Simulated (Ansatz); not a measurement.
The first iterations of a band of CH₅Ga (7 atoms, charge 0, multiplicity 1).

Theory: Ansatz 0.2.0, RKS PBE0/def2-SVP.

```
movable images  : 5
climbing image  : yes
spring          : 5.0 eV/Å²
optimiser       : quadratic models (default)
start path      : through a guess of the saddle point
force threshold : 0.05 eV/Å
iteration limit : 60
end points      : relaxed
```

Initial state:

```xyz
7
Properties=species:S:1:pos:R:3
Ga 0.565 0.042 0.000
C 1.094 -0.039 1.893
H 0.243 -0.199 2.571
H 1.822 -0.853 2.045
H 1.603 0.895 2.181
H 1.666 0.273 -1.105
H -0.936 -0.119 -0.448
```

Final state:

```xyz
7
Properties=species:S:1:pos:R:3
Ga -0.410 0.482 -1.170
C 1.593 -0.048 1.679
H 0.530 -0.294 1.532
H 2.043 -0.805 2.337
H 1.679 0.943 2.145
H 2.128 -0.044 0.719
H -1.506 -0.233 -0.104
```

| iteration | highest image above the first end (eV) | largest band force component (eV/Å) |
| --- | --- | --- |
| 1 | 5.333 | 8.212 |
| 2 | 3.905 | 3.850 |
| 3 | 3.174 | 1.314 |
| 4 | 2.994 | 0.766 |
| 5 | 2.778 | 0.507 |

Q: Does the band converge within its limit, and where does its top end?

A: It converged. It ended after 17 iterations with the highest image 2.773 eV above the first end. Neighbouring images differ by up to 2.1 eV, so the band resolves the path poorly. A vibrational analysis at the climbing image gives one clearly imaginary mode, 1236i cm⁻¹: a first-order saddle point. The orbitals stay closed-shell, which can raise the energy where a bond breaks towards radicals; this wasn't checked here.

The run took 110 s on 1 thread of Intel(R) Xeon(R) 6975P-C (Granite Rapids) (shared host), peak memory 0.15 GiB.
